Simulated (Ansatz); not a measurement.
```yaml
crystal:
  periodic: [false, false, false]
  atoms:
    - {symbol: C, position_ang: [-1.101760, -0.701317, -1.266484]}
    - {symbol: C, position_ang: [-0.005242, -0.822380, -0.570043]}
    - {symbol: Si, position_ang: [0.462688, 0.542021, 0.586642]}
    - {symbol: F, position_ang: [1.852344, 1.181748, 0.149429]}
    - {symbol: Cl, position_ang: [0.711032, -0.181824, 2.478852]}
    - {symbol: H, position_ang: [-1.894081, 0.027177, -1.379292]}
    - {symbol: H, position_ang: [0.625362, -1.708386, -0.655721]}
    - {symbol: H, position_ang: [-0.558245, 1.605762, 0.600817]}
basis:
  gaussian: {orbitals: "6-31G*"}
magnetization: {spin_polarized: true, initial_magnetization: 1}
hamiltonian: {xc: {name: CAM-B3LYP}, dispersion: d3bj}
```

```sh
$ ansatz run in.yaml --threads 4 --pin off --events-out ev --progress --plain --max-ram 10444MiB
```

Shortened log:

```
Functional definition: CAM-B3LYP
838 factors; integrals over basis functions are off by at most 7.6e-4 eV
250 factors; integrals over basis functions are off by at most 1.6e-5 eV
mean field evaluation 1: about -25234.4539 eV, gradient 2.8e1 eV
mean field evaluation 2: about -25234.8130 eV, gradient 3.0e1 eV
mean field evaluation 4: about -25237.7432 eV, gradient 1.1e0 eV
mean field evaluation 8: about -25237.9002 eV, gradient 2.0e-1 eV
mean field evaluation 16: about -25237.9021 eV, gradient 4.2e-3 eV
mean field -25237.90206274 eV, -927.4757939414 hartree, gradient 4.5e-5 eV, S^2 0.761727; 0 other end points of the search recorded, 0 dependent functions left out
reference -25237.90217623 eV, -927.4757981118 hartree; 28, 27 occupied and 61, 62 virtual orbitals, 838 factors
Total energy: -25238.06671824 eV, -927.4818449192 hartree
```

Run time 1.7 s (4 threads of an Arm Neoverse V2 on a shared host); peak host memory 0.45 GiB.
